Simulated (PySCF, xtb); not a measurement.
Si(All)(H)3 (C₃H₈Si), SMILES C=CC[SiH3]. One conformer was computed; it need not be the lowest.

Harmonic wavenumbers (cm⁻¹) from GFN2-xTB run with xtb 6.7.1 at its own minimum, in rising order: 82, 114, 229, 408, 507, 532, 600, 755, 774, 788, 791, 805, 880, 957, 1022, 1057, 1182, 1211, 1300, 1415, 1466, 1710, 2256, 2261, 2274, 2965, 2984, 3045, 3094, 3122.

### Question
What does B3LYP-D3(BJ)/def2-SVP (PySCF 2.14.0) give at its own minimum? (The exact figures need the calculation; the answer reports its results.)

### Answer
83, 149, 224, 408, 521, 591, 594, 773, 845, 928, 931, 945, 953, 957, 1024, 1058, 1182, 1208, 1313, 1412, 1441, 1713, 2212, 2218, 2228, 3027, 3085, 3127, 3135, 3228. Paired by order, the mean absolute difference is 43 cm⁻¹ and the zero-point energies are 58.0 and 59.3 kcal/mol.
